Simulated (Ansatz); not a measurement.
Geometry optimisation, Ansatz 0.2.0, DFT PBE, scalar-relativistic, plane waves, PAW.

Input:

```yaml
crystal:
  lattice:
    - [0.0, 5.43, 5.43]
    - [5.43, 0.0, 5.43]
    - [5.43, 5.43, 0.0]
  atoms:
    - { symbol: Si, position: [0.0, 0.0, 0.0] }
    - { symbol: Si, position: [0.125, 0.125, 0.125] }
    - { symbol: Si, position: [0.0, 0.0, 0.5] }
    - { symbol: Si, position: [0.125, 0.125, 0.625] }
    - { symbol: Si, position: [0.0, 0.5, 0.0] }
    - { symbol: Si, position: [0.125, 0.625, 0.125] }
    - { symbol: Si, position: [0.0, 0.5, 0.5] }
    - { symbol: Si, position: [0.125, 0.625, 0.625] }
    - { symbol: Si, position: [0.5, 0.0, 0.0] }
    - { symbol: Si, position: [0.625, 0.125, 0.125] }
    - { symbol: Si, position: [0.5, 0.0, 0.5] }
    - { symbol: Si, position: [0.625, 0.125, 0.625] }
    - { symbol: Si, position: [0.5, 0.5, 0.0] }
    - { symbol: Si, position: [0.625, 0.625, 0.125] }
    - { symbol: Si, position: [0.5, 0.5, 0.5] }
    - { symbol: Si, position: [0.625, 0.625, 0.625] }
    - { symbol: Cu, position: [0.37901672, 0.36594111, 0.37559694], spin: 1.0 }
magnetization:
  spin_polarized: true
basis:
  ecutwfc: 420.0
kpoints:
  mp_grid: { grid: [2, 2, 2] }
hamiltonian:
  xc: pbe
  pseudopotentials: { kind: paw, azcp: { folder: soft_1 } }
scf:
  occupations: { method: gaussian, width: 0.02 }
  lower_state_search: "off"
relax:
  f_tol: 0.03
  max_steps: 60
  adjacent_minimum: "off"
```

Launched with:

```bash
$ ansatz run input.yaml --threads 2 --pin off --max-ram 5120MiB --backend cpu --events-out ev --progress --plain --runs-dir out
```

Where does it end, and by what steps?

The run converged. The force dipped under the threshold on the way, but the program's further checks kept it going. Limits of this set-up: coarse k mesh. After 5 steps the energy has fallen by 0.059 eV; Cu17 moved furthest, 0.05 Å.

```csv
step,energy less start (eV),largest force component (eV/Å),accepted
0,0.0000,0.570,yes
1,-0.0515,0.207,yes
2,-0.0582,0.054,yes
3,-0.0594,0.008,yes
4,-0.0593,0.021,no
5,-0.0594,0.008,yes
```

```xyz
17
Lattice="0.0000 5.4300 5.4300 5.4300 0.0000 5.4300 5.4300 5.4300 0.0000" Properties=species:S:1:pos:R:3
Si -0.002 0.001 0.001
Si 1.354 1.356 1.359
Si 2.711 2.712 0.003
Si 4.068 4.073 1.349
Si 2.712 0.001 2.714
Si 4.071 1.350 4.071
Si 5.448 2.697 2.695
Si 6.796 4.072 4.073
Si -0.002 2.714 2.714
Si 1.346 4.075 4.070
Si 2.689 5.454 2.691
Si 4.068 6.796 4.072
Si 2.696 2.700 5.445
Si 4.071 4.073 6.795
Si 5.448 5.450 5.448
Si 6.785 6.794 6.782
Cu 4.067 4.082 4.064
```

Time of the run: 46 s on 2 threads of Arm Neoverse V2 (shared host), peak memory 0.75 GiB.
